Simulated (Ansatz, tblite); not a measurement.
Removing an electron: GeHMe2(SiH3) (C2H10GeSi). The state is a singlet with charge 0. Geometry: r2SCAN-D4/def2-SVP. Ansatz, gas phase; energy differences of separate SCF runs; the oxidised species was run as a doublet alone.

```xyz
14

Ge    0.197    0.125   -0.538
H     1.005    0.292   -1.844
C    -1.444   -0.876   -0.930
H    -2.055   -0.331   -1.666
H    -2.040   -1.009   -0.014
H    -1.212   -1.870   -1.340
C    -0.273    1.903    0.147
H     0.629    2.499    0.352
H    -0.850    1.814    1.081
H    -0.887    2.444   -0.590
Si    1.517   -1.050    1.061
H     1.911   -2.403    0.555
H     0.736   -1.241    2.326
H     2.765   -0.296    1.399
```

The xTB rows come from tblite. HSE06 is defined as in plane-wave codes, on full-range PBE exchange.

```
             level  −HOMO (eV)  vertical IE (eV)  −LUMO (eV)  HOMO–LUMO gap (eV)
          GFN2-xTB       10.01             12.66        5.22                4.79
  PBE-D4/def2-TZVP        6.62              9.41        0.31                6.31
HSE06-D4/def2-TZVP        7.32              9.60       -0.10                7.43
```

(1) Estimate the rows for GFN1-xTB, PBE0-D4/def2-TZVP.

Results:

(1) 
| level | −HOMO (eV) | vertical IE (eV) | −LUMO (eV) | HOMO–LUMO gap (eV) |
| --- | --- | --- | --- | --- |
| GFN1-xTB | 11.31 | 13.55 | 6.60 | 4.70 |
| PBE0-D4/def2-TZVP | 7.71 | 9.61 | -0.48 | 8.19 |

 Raw xTB energy differences between charge states are shifted by several eV; the methods need an empirical correction for them.
